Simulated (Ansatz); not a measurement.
`C[Se][Se][SiH3]` + PH₃ → `C[Se]P` + `[SiH3][SeH]`  (ligand exchange at the Se–Se bond)

Calculated with Ansatz (gas phase, PBE0-D4/def2-TZVP geometries, no zero-point term in ΔE). CCSD(T)/CBS is the MP2 limit (def2-TZVPP, def2-QZVPP) plus CCSD(T) − MP2 in def2-TZVPP, frozen cores. This one scheme is used for every species. DFT in def2-TZVPP. B3LYP here is the variant with VWN-RPA as its local correlation; programs differ in this. HSE06 is defined as in plane-wave codes. For Se outer-core shells are correlated without core-valence functions, which leaves a few kJ/mol of doubt a bond. Scalar relativity is left out up to krypton. One conformer a species, not always the lowest.

`C[Se][Se][SiH3]`:

Z-matrix (Å, degrees):
```
C
Se 1 1.946
H 1 1.088 2 110.0
H 1 1.087 2 110.0 3 122.5
H 1 1.091 2 106.0 3 -118.6
Se 2 2.335 1 99.4 3 -61.0
Si 6 2.281 2 93.6 1 88.4
H 7 1.482 6 110.5 2 63.2
H 7 1.487 6 107.1 2 -176.8
H 7 1.485 6 109.8 2 -57.9
```

PH₃:

```xyz
4

P    -0.017   -0.165    0.556
H    -0.761   -0.811   -0.465
H     1.177   -0.155   -0.213
H    -0.399    1.131    0.122
```

`C[Se]P`:

Z-matrix (Å, degrees):
```
C
Se 1 1.952
H 1 1.088 2 110.3
H 1 1.088 2 110.4 3 122.7
H 1 1.090 2 106.0 3 -118.6
P 2 2.253 1 96.8 3 -60.6
H 6 1.419 2 97.7 1 133.4
H 6 1.419 2 97.8 1 -132.2
```

`[SiH3][SeH]`:

Z-matrix (Å, degrees):
```
Si
Se 1 2.279
H 1 1.484 2 111.4
H 1 1.484 2 111.5 3 -122.1
H 1 1.483 2 104.9 3 119.0
H 2 1.469 1 93.0 3 60.4
```

```
         level  ΔE (kJ/mol)
         B3LYP         -2.8
         HSE06         -4.5
  MP2/def2-SVP          1.4
CCSD/CBS(def2)         -2.7
```

Question: What does CCSD(T)/CBS give? (An estimate is asked.)

Answer: Ansatz gave: -0.9 kJ/mol. The listed levels differ from it by -1.9, -3.6, 2.3, -1.8 kJ/mol.

Largest T1 diagnostic among the species: 0.013.

The D4 term adds +6.6 kJ/mol with B3LYP and +3.8 kJ/mol with PBE0; it sums over pairs of atoms, weighted by their polarisabilities, and B3LYP, whose exchange is more repulsive, gets the larger term. Leaving LDA and LC-ωPBE aside and taking each functional with its dispersion term where it has one, the values, not all of them listed here, spread over 11.0 kJ/mol, from PBE-QIDH to BLYP-D4.
